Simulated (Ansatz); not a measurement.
Two isomers of C3H7NOSi: A = `C=C1O[SiH2]C1N`, B = `COC1=N[SiH]1C`.

Calculated with Ansatz (gas phase, PBE0-D4/def2-TZVP geometries, no zero-point term in ΔE). CCSD(T)/CBS adds triple-zeta CCSD(T) − MP2 to the extrapolated MP2 energy (def2 sets, frozen cores). Functionals use def2-TZVPP. B3LYP here is the variant with VWN-RPA as its local correlation; programs differ in this. Each species was taken in one conformer, which may not be the lowest.

Which is lower in electronic energy at CCSD(T)/CBS, and by how much? (Best estimate.)

Ansatz gave: A, by 15.5 kcal/mol.

Give E(B) − E(A) in kcal/mol with r2SCAN-D4, B2PLYP, ωB97M-V, B3LYP, HF/def2-TZVPP, PBE-D4, CCSD(T)/def2-TZVPP. (Estimate.)

Ansatz gave: r2SCAN-D4 12.7, B2PLYP 13.3, ωB97M-V 14.7, B3LYP 13.1, HF/def2-TZVPP 15.6, PBE-D4 12.8, CCSD(T)/def2-TZVPP 14.6. None reverses the order clearly.

Largest T1 diagnostic: 0.014.

In def2-TZVPP, CCSD(T) changes the Hartree–Fock value by −0.9 kcal/mol (the triples alone add −0.9 kcal/mol) and MP2 by −1.2 kcal/mol. From PBE to PBE0 (25 % exact exchange), in def2-TZVPP and without D4, E(B) − E(A) moves by +2.3 kcal/mol.
